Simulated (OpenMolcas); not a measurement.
**P+: effect of the level shift or regulariser**

```yaml
Program: OpenMolcas 26.06
Basis: ANO-RCC-VDZP [4s3p1d]
Scalar_Hamiltonian: DKH2, point nucleus
Active_space: 2 electrons in 3 orbitals (3p)
State_averaging: 2S+1 = 3 even, 3 roots; 2S+1 = 1 even, 6 roots
Spin-orbit_coupling: state interaction with AMFI integrals over the reference wave functions, term energies averaged over their components
```

Methods on the same reference wave functions:
A. CASSCF
B. SS-CASPT2, IPEA 0.25 Eh, imaginary shift 0.1 Eh (closed shells correlated: 2s 2p 3s)
C. SS-CASPT2, IPEA 0.25 Eh, sigma2 regulariser 0.3 Eh (closed shells correlated: 2s 2p 3s)

Energies in cm-1 above 3s2 3p2 3P0, the measured ground level; measured values from NIST Handbook of Basic Atomic Spectroscopic Data.

```csv
Level,A,B,C,Measured
3s2 3p2 3P0,0.0,0.0,0.0,0.0
3s2 3p2 3P1,148,149,149,165
3s2 3p2 3P2,429,429,429,469
3s2 3p2 1D2,11604,10200,10200,8882
3s2 3p2 1S0,28339,23380,23380,21576
```

Deviations, from unrounded energies. A percentage is the sum of absolute deviations over the sum of measured energies, with the sign that they share, or ± where signs differ.

```tsv
Against measurement	Levels	A	B	C
mean absolute deviation (cm-1)	4	2400	790	790
fine structure of the ground term (%)	2	-9.1	-8.8	-8.8
other terms of the ground configuration (%)	2	+31.1	+10.2	+10.2
```

B, C lie about equally close to measurement and A furthest from it. The largest miss of C in the table is 3s2 3p2 1S0, by +1800 cm-1. The ranking rests on the paired levels alone, and a cruder setting can come out closer through cancelling errors.

Between B and C no level of the table moves by more than 5 cm-1.

The two smallest mean deviations differ by little beside CASPT2's spread within terms, so their order carries little weight.

From A to B the spin-free energies of the other terms of 3s2 3p2 shown, above 3P, scale by factors of 0.82 to 0.88.

The lowest spin-free term lies below A's lowest term by 0.057 hartree in B, 0.057 hartree in C.

CASPT2 does not keep the components of a term degenerate, so their means are used; among the terms shown or strongly mixed into the levels shown the widest spread is 320 cm-1 (3s2 3p2 1D, C). With the s shell closed, the reference lacks s² → p² mixing. Without dynamic correlation excited terms often stand tens of per cent too high (terms of higher spin than the ground term too low), and those without a measured partner can miss by more than the paired ones (holds for A). Measured partners are found by configuration, term and J. A level has none where our copy of the source lacks it or the pairing is in doubt (some pairs that miss far off the trend of their configuration count as doubtful), and it then counts in no deviation. Only configurations of the active space appear.
